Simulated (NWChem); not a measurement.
A series in which one site is exchanged, each optimised at PBE0/def2-SVP with NWChem, gas phase unless a solvent is named. All stand in one matching conformer (torsions within 35°), which need not be the lowest. For some, no frequency run checked for a minimum. def2 effective core potentials on In; no spin-orbit coupling.

A: [OH][Ga]([F])[F] (GaHOF₂; site = Ga)
B: [OH][In]([F])[F] (InHOF2; site = In)
C: OB(F)F (BHOF₂; site = B)
D: [OH][Al]([F])[F] (AlHOF$_{2}$; site = Al)

### Question
Rank them by orbital gap (eV), PBE0/def2-SVP, lowest first.

### Answer
B (6.59), A (8.10), D (8.76), C (11.77)
